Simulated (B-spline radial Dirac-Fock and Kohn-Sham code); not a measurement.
## Subshell photoionisation cross sections of Nd³⁺ against photon energy

System: Nd³⁺, 1s2 2s2 2p6 3s2 3p6 3d10 4s2 4p6 4d10 4f3 5s2 5p6.

Calculated with a B-spline atomic structure program, using Dirac-Hartree-Slater photoionisation with all multipoles and Dirac-Fock thresholds. Values are in kb per electron; a dash marks an energy below the computed threshold.

| hν (eV) | 1s | 3d3/2 | 4f7/2 | 5s | 5p1/2 |
| --- | --- | --- | --- | --- | --- |
| 47 | – | – | 726 | – | – |
| 74.5 | – | – | 1040 | – | 120 |
| 76.5 | – | – | 1040 | – | 112 |
| 220 | – | – | 358 | 32.5 | 19.4 |
| 392 | – | – | 100 | 15.1 | 11.2 |
| 536 | – | – | 42.7 | 9.39 | 7.78 |
| 698 | – | – | 19.3 | 6.23 | 5.57 |
| 1280 | – | 120 | 2.59 | 2.33 | 2.30 |
| 1500 | – | 81.4 | 1.47 | 1.78 | 1.77 |
| 1550 | – | 74.9 | 1.31 | 1.68 | 1.68 |
| 2160 | – | 30.5 | 0.381 | 0.935 | 0.931 |
| 3610 | – | 6.55 | 0.0501 | 0.365 | 0.342 |
| 4510 | – | 3.22 | 0.0198 | 0.239 | 0.214 |
| 6630 | – | 0.886 | 0.00375 | 0.113 | 0.0900 |
| 8390 | – | 0.390 | 0.00131 | 0.0702 | 0.0514 |
| 8930 | – | 0.312 | 0.000984 | 0.0618 | 0.0441 |
| 8940 | – | 0.311 | 0.000979 | 0.0617 | 0.0440 |
| 9360 | – | 0.264 | 0.000794 | 0.0561 | 0.0392 |
| 15000 | – | 0.0463 | 8.79e-05 | 0.0207 | 0.0116 |
| 16100 | – | 0.0354 | 6.28e-05 | 0.0178 | 0.00954 |
| 16400 | – | 0.0330 | 5.75e-05 | 0.0171 | 0.00907 |
| 48600 | 1.71 | 0.000444 | 2.75e-07 | 0.00136 | 0.000382 |
| 57000 | 1.13 | 0.000232 | 1.24e-07 | 0.000910 | 0.000233 |

At 57000 eV the multipoles beyond E1 give 5.3 % of 1s, 38.2 % of 3d3/2, 53.5 % of 4f7/2, 9.7 % of 5s, 21.4 % of 5p1/2.

Run: 5.7 s of CPU time on 1 thread of Intel(R) Xeon(R) Platinum 8375C CPU @ 2.90GHz (shared host), peak memory 0.47 GiB.
